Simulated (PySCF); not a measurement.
## EPR parameters of [C7H5N]+

C₇H₅N (charge +1 and doublet state).
Structure used (GFN2-xTB), in Å, numbered top down from 1:
```
atom  x, y, z in Å
C1     3.0656    1.0215   -0.0289
C2     2.4769   -0.2010    0.0397
C3     1.1134   -0.3818   -0.0747
C4    -0.0965   -0.5759   -0.1719
C5    -1.4438   -0.8327   -0.2747
C6    -2.3722    0.1580   -0.4677
C7    -3.7375   -0.1222   -0.5685
N8    -4.8599   -0.3482   -0.6595
H9     2.4904    1.9227   -0.1801
H10    4.1353    1.1256    0.0657
H11    3.0691   -1.0975    0.1906
H12   -1.7578   -1.8691   -0.1952
H13   -2.0873    1.2011   -0.5539
```

The hyperfine couplings belong to this conformer and change with its torsions.

As a line formula: `[CH2+][CH]C#C/C=C/C#N` [radical] (charge +1).

Method: PySCF, UKS B3LYP, pcH-1 on C H N, non-relativistic, mean-field spin-orbit, GIAO. Isolated species at its GFN2-xTB geometry (one conformer only). Couplings are sensitive to structure, and on GFN2-xTB geometries they can be far from those on DFT ones, by a factor of two or more for some ions and for spin on atoms past the first row. Stability of the SCF solution: not tested. ⟨S²⟩ is 0.779 where a pure state has 0.75.

```
g1, g2, g3                      : 2.00220, 2.00345, 2.00464
g_iso                           : 2.00343
Form of g                       : rhombic: the two nearest values differ by 49 % of g3 − g1
⟨S²⟩                            : 0.7787 (exact 0.7500)
α and β electrons               : 27, 26
HOMO–LUMO gap, α and β orbitals : 4.09, 2.97 eV
```

Hyperfine couplings atom by atom, in 10⁻⁴ cm⁻¹; T1 to T3 are the principal values of the dipolar part (1 × 10⁻⁴ cm⁻¹ = 2.998 MHz):

| atom | isotope | a_iso | T1 | T2 | T3 | Mulliken spin population |
| --- | --- | --- | --- | --- | --- | --- |
| C1 | 13C | 9.0 | -9.4 | -9.3 | 18.7 | 0.36 |
| C2 | 13C | -5.1 | -0.5 | 0.0 | 0.5 | -0.02 |
| C3 | 13C | 1.0 | -5.8 | -4.4 | 10.2 | 0.14 |
| C4 | 13C | 1.6 | -5.9 | -4.8 | 10.7 | 0.16 |
| C5 | 13C | -5.9 | -1.3 | 0.2 | 1.0 | -0.05 |
| C6 | 13C | 9.2 | -9.0 | -9.0 | 18.0 | 0.34 |
| C7 | 13C | -8.8 | -2.8 | -0.6 | 3.4 | -0.10 |
| N8 | 14N | 1.4 | -3.4 | -2.7 | 6.1 | 0.21 |
| H9 | 1H | -7.6 | -3.9 | -0.8 | 4.7 | -0.01 |
| H10 | 1H | -7.9 | -4.5 | -0.6 | 5.1 | -0.02 |
| H11 | 1H | -0.1 | -0.9 | -0.5 | 1.4 | 0.00 |
| H12 | 1H | 0.5 | -0.9 | -0.3 | 1.1 | 0.00 |
| H13 | 1H | -7.8 | -3.5 | -0.7 | 4.3 | -0.01 |

The largest Mulliken spin populations are on C1 (+0.36), C6 (+0.34), N8 (+0.21) and C4 (+0.16). Four atoms exceed +0.15.

C2, the radical centre as drawn in `[CH2+][CH]C#C/C=C/C#N`, holds a spin population of -0.02 out of 1.

Axes: g1 is normal to the molecular plane and g3 points within 2° of the C7–N8 bond.

Under fast tumbling the dipolar parts average out, and these isotropic splittings remain: 1 × 1H (H10, I = 1/2, 2 lines) with 0.84 mT, 1 × 1H (H13, I = 1/2, 2 lines) with 0.83 mT, 1 × 1H (H9, I = 1/2, 2 lines) with 0.81 mT, 1 × 14N (N8, I = 1, 3 lines) with 0.15 mT and 1 × 1H (H12, I = 1/2, 2 lines) with 0.05 mT.

H9 and H10 aren't averaged: C1 is flat or nearly so (angle sum 360°), and its turn about the short C1–C2 bond (1.36 Å) is taken as slow.

The 13C coupling of C6 (27.7 MHz) shows only in satellite lines or after enrichment, since that isotope makes up about 1.07 % of natural carbon.

The spin density at the nucleus, in bohr⁻³, is negative for C7 (-0.0235), C5 (-0.0158) and C2 (-0.0135), for instance. A restricted open-shell determinant has no negative spin density anywhere; here it arises because α and β orbitals differ (spin polarisation).
